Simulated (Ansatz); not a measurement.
Input file for Ansatz (an electronic-structure program): R-BHLYP/def2-TZVPPD on CH7FGe (a complex). Files ending in .json are basis or fitting sets from the Basis Set Exchange.

Ansatz 0.2 input:
```yaml
crystal:
  periodic: [false, false, false]
  atoms:
    - {symbol: C, position_ang: [-0.43276187, -0.03777488, -0.15559165]}
    - {symbol: F, position_ang: [0.76524832, -0.17114150, 0.53997435]}
    - {symbol: H, position_ang: [-1.01888985, 0.75615243, 0.30778149]}
    - {symbol: H, position_ang: [-0.20666379, 0.21423053, -1.19192525]}
    - {symbol: H, position_ang: [-0.97332953, -0.98311135, -0.10453859]}
    - {symbol: Ge, position_ang: [-0.05928929, -0.19588043, 3.68253168]}
    - {symbol: H, position_ang: [-0.35991527, 1.17638575, 3.06225545]}
    - {symbol: H, position_ang: [1.44397125, -0.48744912, 3.61823830]}
    - {symbol: H, position_ang: [-0.84122148, -1.28106390, 2.92765316]}
    - {symbol: H, position_ang: [-0.51629994, -0.18763149, 5.15209747]}
basis:
  gaussian:
    orbitals: def2-TZVPPD.json
hamiltonian:
  xc: {name: BHLYP}
scf: {lower_state_search: off}
```

Problem. Give the final energy of this run.

Solution. -2219.1068 hartree.
